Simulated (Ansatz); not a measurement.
C3H6Sn (`CC#[C][SnH3]`), relaxed with RKS PBE-D4/def2-SVP in Ansatz 0.2.0 from a rough embedded geometry. The force threshold is 0.03 eV/Å; the program also tests the step.

The species carries charge 0 and has multiplicity 1. Sn takes the def2 core potential.

Start:

```xyz
10

C     1.140   -1.535    1.338
C     0.429   -0.620    0.535
C    -0.163    0.166   -0.125
Sn   -1.097    1.615   -1.374
H     2.203   -1.652    1.057
H     0.666   -2.605    1.249
H     1.108   -1.269    2.409
H    -1.987    2.708   -0.327
H    -2.293    0.732   -2.429
H    -0.005    2.460   -2.334
```

**Question.** How much energy does the relaxation release, and in how many steps? (Best estimate.)

**Answer.** Computed: 7.02 kcal/mol, in 4 steps.

**Question.** Which bonds change most? (An estimate is asked.)

**Answer.** Ansatz gave: Sn4–H9 from 1.823 to 1.725 Å; C1–H6 from 1.173 to 1.110 Å; C2–C3 from 1.185 to 1.231 Å; C1–C2 from 1.410 to 1.456 Å.

**Question.** Give the relaxed structure. (Best estimate.)

**Answer.** The calculation gave: 
```xyz
10

C     1.139   -1.579    1.354
C     0.437   -0.610    0.523
C    -0.156    0.209   -0.180
Sn   -1.158    1.605   -1.376
H     2.205   -1.668    1.058
H     0.684   -2.588    1.271
H     1.112   -1.287    2.425
H    -2.003    2.704   -0.351
H    -2.266    0.763   -2.395
H     0.006    2.450   -2.328
```
